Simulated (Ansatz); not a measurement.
Geometry optimisation, Ansatz, RKS r2SCANh/6-31G*.

Input file:

```yaml
crystal:
  periodic: [false, false, false]
  atoms:
    - { symbol: Al, position_ang: [-1.7854, 1.7037, -0.0819] }
    - { symbol: Si, position_ang: [-0.8959, -0.4211, -0.0182] }
    - { symbol: C, position_ang: [0.5133, -0.5221, 1.1382] }
    - { symbol: Si, position_ang: [1.7155, -0.838, -0.316] }
    - { symbol: "N", position_ang: [0.2175, -0.7328, -1.4154] }
    - { symbol: H, position_ang: [-1.384, 2.8637, 0.9721] }
    - { symbol: H, position_ang: [-2.875, 2.1176, -1.2188] }
    - { symbol: H, position_ang: [-1.7959, -1.5148, 0.1589] }
    - { symbol: H, position_ang: [0.4814, -1.3767, 1.8787] }
    - { symbol: H, position_ang: [0.7731, 0.445, 1.67] }
    - { symbol: H, position_ang: [0.39142, -1.67162, -1.82767] }
    - { symbol: H, position_ang: [2.6139, 0.2531, -0.5354] }
    - { symbol: H, position_ang: [0.2646, 0.2013, -1.9337] }
basis:
  gaussian: { orbitals: "6-31G*" }
hamiltonian:
  xc: r2scanh
relax:
  f_tol: 0.02
  max_steps: 50
```

Run as:

```bash
$ ansatz run input.yaml --threads 2 --pin off --max-ram 3072MiB --backend cpu --events-out ev --progress --plain --runs-dir out
```

Problem. Where does it end, and by what steps?

Solution. It converged. After 18 steps the energy has fallen by 2.579 eV; H12 moved furthest, 2.25 Å.

| step | energy less start (eV) | largest force component (eV/Å) | accepted |
| --- | --- | --- | --- |
| 0 | 0.0000 | 3.251 | yes |
| 1 | -1.4119 | 1.730 | yes |
| 2 | -1.6954 | 0.773 | yes |
| 3 | -1.6638 | 0.862 | no |
| 4 | -1.7814 | 0.096 | yes |
| 5 | -1.7985 | 0.150 | yes |
| 6 | -1.8237 | 0.160 | yes |
| 7 | -1.8559 | 0.280 | yes |
| 8 | -1.8966 | 0.359 | yes |
| 9 | -1.9451 | 0.395 | yes |
| 10 | -2.0137 | 0.362 | yes |
| 11 | -2.0975 | 0.299 | yes |
| 12 | -2.2200 | 0.278 | yes |
| 13 | -2.3817 | 0.376 | yes |
| 14 | -2.5400 | 0.251 | yes |
| 15 | -2.5513 | 0.339 | yes |
| 16 | -2.5776 | 0.069 | yes |
| 17 | -2.5782 | 0.058 | yes |
| 18 | -2.5790 | 0.011 | yes |

```xyz
13
Properties=species:S:1:pos:R:3
Al -1.080 1.803 -0.200
Si -0.978 -0.603 0.188
C 0.601 -0.662 1.190
Si 1.592 0.072 -0.335
N 0.105 -0.858 -1.332
H -1.125 2.802 1.040
H -1.473 2.247 -1.687
H -1.937 -1.757 0.247
H 0.997 -1.657 1.429
H 0.626 -0.054 2.098
H 0.389 -1.817 -1.527
H 0.708 1.434 -0.425
H -0.191 -0.443 -2.215
```

Whether the end is a true minimum wasn't checked by a vibrational analysis.

The run took 2.4 min on 2 threads of Arm Neoverse V2 (shared host), peak memory 0.27 GiB.
